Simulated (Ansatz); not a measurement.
Gas-phase reaction in SMILES: O[Si](O)(O)F → [O][Si](O)(O)F + H atom (the H-O bond at the site shown breaks; other sites are not compared here)
Geometries: B3LYP-D3(BJ)/def2-TZVP minima from Ansatz (an electronic-structure program), one conformer each, not searched for the lowest.

Property: bond dissociation energy (electronic energy difference), in eV. Correlated levels leave the core frozen unless marked. UHF or UKS for open shells. Spin-orbit coupling is left out. Non-relativistic unless marked X2C. CBS(X,Y): correlation extrapolated as X^-3; Hartree-Fock from the larger set (for Q and 5 zeta extrapolated as (X+1)exp(-9√X)).

```
level                          program  bond dissociation energy (eV)
----------------------  --------------  -----------------------------
HF/6-31G                        Ansatz                           4.01
revPBE-D4/def2-TZVPD    Ansatz + dftd4                           5.25
B3LYP-D4/def2-TZVPD     Ansatz + dftd4                           5.43
B3LYP/def2-TZVPD                Ansatz                           5.41
PBE0/def2-SVP                   Ansatz                           5.35
PBE0-D3(BJ)/def2-TZVPD  Ansatz + dftd3                           5.40
r2SCANh/def2-TZVPD              Ansatz                           5.36
```

Q: What does CCSD(T)/CBS(cc-pV(Q+d)Z,cc-pV(5+d)Z) (Ansatz) give?

A: 5.68 eV, so r2SCANh/def2-TZVPD differs from it by -0.32 eV.
